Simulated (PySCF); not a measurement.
SiBr2F2, SMILES F[Si](F)(Br)Br. Atoms are numbered in the order given.

```xyz
5

F      0.0000    -1.2872     1.6148
Si     0.0000     0.0000     0.6633
F      0.0000     1.2872     1.6148
Br    -1.8089     0.0000    -0.5479
Br     1.8089     0.0000    -0.5479
```
Charge 0, spin multiplicity 1.

The structure is a stationary point at PBE0-D3(BJ)/def2-SVP.

These are PBE0/def2-TZVP (PySCF) values and carry that method's errors.

Symmetry labels are those of the subgroup C2v that the program uses (full group C2v).

List the valence orbital energies around the gap with their symmetry. (Estimate from the structure and the level; the computed values follow.)


| orbital | symmetry | energy (eV) |
|---|---|---|
| HOMO−7 | A2 | -13.07 |
| HOMO−6 | B2 | -12.71 |
| HOMO−5 | A1 | -12.44 |
| HOMO−4 | B1 | -11.02 |
| HOMO−3 | A1 | -9.94 |
| HOMO−2 | B2 | -9.72 |
| HOMO−1 | A2 | -9.34 |
| HOMO | B1 | -9.12 |
| LUMO | A1 | -0.85 |
| LUMO+1 | B2 | 0.49 |
| LUMO+2 | A1 | 0.90 |
| LUMO+3 | B1 | 1.48 |
